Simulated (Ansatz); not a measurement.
`CC([SiH3])S` → `[CH2]` (triplet) + `[SiH3]CS` at 500 K and 1 bar (formal loss of a carbene).

Computed with Ansatz on PBE0-D4/def2-TZVP structures; ΔE is electronic, products minus reactants. CCSD(T)/CBS is the MP2 limit (def2-TZVPP, def2-QZVPP) plus CCSD(T) − MP2 in def2-TZVPP, frozen cores. This one scheme is used for every species. Triplets are unrestricted, without spin–orbit coupling. One conformer a species, not always the lowest.

```csv
species,CCSD(T)/CBS energy (Eh),H − E (kJ/mol),S (J/(mol·K))
`CC([SiH3])S`,-767.76814,282.6,402.3
`[CH2]` (triplet),-39.09499,62.7,213.9
`[SiH3]CS`,-728.50660,199.0,359.7
```

H − E and S are ideal-gas, rigid-rotor, harmonic terms from PBE0-D4/def2-TZVP, for one conformer and one mirror image of each species, with the whole ground term of open shells counted as degenerate. 1 Eh = 2625.50 kJ/mol, R = 8.31446 J/(mol·K).

Task: By hand: ΔE, ΔH, ΔS and ΔG.

Result: ΔE = (-39.09499) + (-728.50660) − (-767.76814) = 0.16655 Eh = 437.3 kJ/mol. Δ(H − E) = 62.7 + 199.0 − 282.6 = -20.9, so ΔH = 416.4 kJ/mol. ΔS = 213.9 + 359.7 − 402.3 = 171.3 J/(mol·K). ΔG = 416.4 − 500 × (171.3)/1000 = 330.8 kJ/mol.

Task: By hand: the equilibrium constant, and the temperature at which ΔG would vanish if ΔH and ΔS stayed fixed.

Result: log₁₀ K = −ΔG/(RT ln 10) = -34.6. ΔG = 0 at ΔH/ΔS = 2431 K.

The number of gas molecules changes by +1, which sets the sign of ΔS. A doubt of 5 kJ/mol in ΔE shifts log₁₀ K by 0.5 here. Other conformers and mirror images would add mixing entropy, several J/(mol·K) or more a flexible species. A triplet takes part, so the spin changes. These are equilibria of isolated gas molecules and say nothing of rates. Largest T1 diagnostic: 0.011 (customary marks: 0.02 for closed shells, 0.045 for open ones).
